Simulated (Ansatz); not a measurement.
BH$_{3}$Cl$_{3}$OF, singlet: at the start structure of a reaction step.

in.yaml

```yaml
crystal:
  periodic: [false, false, false]
  atoms:
    - {symbol: B, position_ang: [-0.633855, 0.346245, -0.718702]}
    - {symbol: Cl, position_ang: [1.131844, 0.292482, -1.350363]}
    - {symbol: Cl, position_ang: [-1.760670, -0.497354, -1.848125]}
    - {symbol: Cl, position_ang: [-1.100915, 1.995777, -0.193668]}
    - {symbol: H, position_ang: [0.170239, -0.396032, 1.140318]}
    - {symbol: O, position_ang: [-0.643928, -0.549443, 0.588834]}
    - {symbol: H, position_ang: [1.851904, 0.266388, 0.562797]}
    - {symbol: F, position_ang: [1.695389, 0.026259, 1.471576]}
    - {symbol: H, position_ang: [-0.710008, -1.484423, 0.347331]}
basis:
  gaussian: {orbitals: def2-SVP}
correlation: {method: ccsd_t}
```

Run by:

```bash
ansatz run in.yaml --threads 8 --pin off --events-out ev --progress --plain --max-ram 19148MiB
```

The run's output (Ansatz 0.2.0):

```
Functional definition: HF
  name "HF"
  cite "Fock, Z. Phys. 61, 126 (1930) doi:10.1007/BF01340294"
  parent pbe
  exchange = exact_x
  correlation = 0
1037 factors; integrals over basis functions are off by at most 1.3e-3 eV
mean field evaluation 1: about -42957.8317 eV, gradient 3.4e1 eV
mean field evaluation 2: about -42957.9369 eV, gradient 3.4e1 eV
mean field evaluation 4: about -42960.6817 eV, gradient 2.9e0 eV
mean field evaluation 8: about -42960.7199 eV, gradient 1.8e-1 eV
mean field evaluation 16: about -42960.0285 eV, gradient 1.7e1 eV
mean field -42960.72007911 eV, -1578.7773430855 hartree, gradient 2.7e-6 eV, S^2 0.000000; 0 other end points of the search recorded, 0 dependent functions left out
18 core orbitals not correlated: weight in the atoms' cores, before any rotation towards them, 1.000 or more for the frozen orbitals, at most 0.000 for the correlated occupied ones
reference -42960.72007911 eV, -1578.7773430855 hartree; 20, 20 occupied and 73, 73 virtual orbitals, 1037 factors
second order -24.48593839 eV of doubles, -0.00000000 eV of singles
cycle   1  -25.17873053 eV  change   -6.9e-1 eV  update   9.0e-2
cycle   2  -25.62367048 eV  change   -4.4e-1 eV  update   2.4e-2
cycle   3  -25.71696444 eV  change   -9.3e-2 eV  update   1.1e-2
cycle   4  -25.71355260 eV  change    3.4e-3 eV  update   1.9e-3
cycle   5  -25.71345271 eV  change    1.0e-4 eV  update   6.5e-4
cycle   6  -25.71348511 eV  change   -3.2e-5 eV  update   2.0e-4
cycle   7  -25.71336888 eV  change    1.2e-4 eV  update   6.2e-5
cycle   8  -25.71335118 eV  change    1.8e-5 eV  update   2.0e-5
perturbative correction -0.53693604 eV, -0.0197320354 hartree
Total energy: -42986.97036633 eV, -1579.7420233476 hartree
```

The lines “mean field evaluation” count trial sets of orbitals through the whole run, from several starts and some on an approximate energy, so they need not fall steadily or lie above the final value.

The run took 4.2 s on 8 CPU threads of an Arm Neoverse V2 (shared host), with 0.6 GiB of host memory at its peak.
